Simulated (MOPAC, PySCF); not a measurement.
Dimer: ethylamine (SMILES CCN) (first 10 atoms) with NH3 (SMILES N); geometry from B3LYP-D3(BJ)/def2-TZVP, rigid monomers moved along the line of their centres of mass till N3···H14 is 3.05 Å.
(charge 0, multiplicity 1):
```xyz
14

C      1.341     0.268     0.357
C     -0.112     0.677     0.176
N     -1.009    -0.373     0.679
H      2.009     1.048    -0.013
H      1.559     0.094     1.411
H      1.560    -0.647    -0.201
H     -0.298     0.924    -0.879
H     -0.309     1.582     0.755
H     -1.980    -0.117     0.537
H     -0.855    -1.239     0.174
N     -0.007    -0.278     4.573
H      0.265    -1.170     4.971
H     -0.696     0.126     5.196
H     -0.465    -0.466     3.681
```

Monomers are frozen at their geometry in the pair; levels with a basis set take the counterpoise correction. Rows marked so take none.

Rows in 3-21G, 6-31G* carry no dispersion term and start afresh at each structure (6-31G* with six Cartesian d functions). The state that PM6 reach isn't checked.

Codes used: MOPAC for PM6 (differences of heats of formation); PySCF for 3-21G rows, 6-31G* rows. Values without a source in brackets are computed.

Question: One of these levels gives -2.97 kcal/mol for the interaction energy. Which one is it?
A) HF/3-21G (no counterpoise)
B) B3LYP/3-21G (no counterpoise)
C) PM6
D) BP86/6-31G* (no counterpoise)

Answer: A, HF/3-21G (no counterpoise). The others give -1.36 (PM6), -2.39 (BP86/6-31G* (no counterpoise)), -3.47 (B3LYP/3-21G (no counterpoise))
